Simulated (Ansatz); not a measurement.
The cluster Bi2Te3⁻. Total charge -1; doublet. Geometry r2SCAN-D4/def2-SVPD, basis def2-TZVPD, Ansatz.

Cartesian coordinates in Å:
```
Bi -1.4674 0.1639 -0.5816
Bi 1.3047 0.1027 0.8983
Te 0.8259 -1.3495 -1.6023
Te 0.8044 -1.5881 3.0217
Te -1.4675 2.6710 -1.7361
```

```
run  HOMO (eV)  LUMO (eV)
  A      -2.26      -0.58
  B      -1.65      -0.99
  C      -1.42      -0.99
  D      -1.22      -0.87
```

In the def2 sets Bi, Te take a core potential; there is no spin–orbit coupling. Another isomer (doublet) lies 0.19 eV lower at PBE0-D4/def2-TZVPD; other spin states weren't run for this one.

HOMO and LUMO are taken over both spins.

Question: The runs used BLYP, PBE, PBE0, r2SCAN. Estimate which is which.

Answer: A PBE0 (25 % exact exchange); B r2SCAN (0 % exact exchange); C PBE (0 % exact exchange); D BLYP (0 % exact exchange). Exact exchange lowers occupied and raises empty levels; among semilocal functionals meta-GGAs tend to open the gap a little, and such runs are hard to tell apart. The gap grows from 0.36 eV (BLYP) to 1.69 eV (PBE0).
